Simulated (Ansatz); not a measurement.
Question: Name a neutral molecule of C, Cl, O, Zr and H with LUMO energy (ωB97M-V/def2-TZVPP) between 0.05 and 0.35 eV and size of the dipole moment (PBE/def2-TZVPP) between 3.40 and 3.70 D (Ansatz, PBE0-D4/def2-TZVP geometry).

Answer: `C[O][Zr]([Cl])([Cl])[Cl]` (0.29 eV, 3.45 D). Other molecules can fit too; these were computed, each in one conformer that needn't be the lowest.
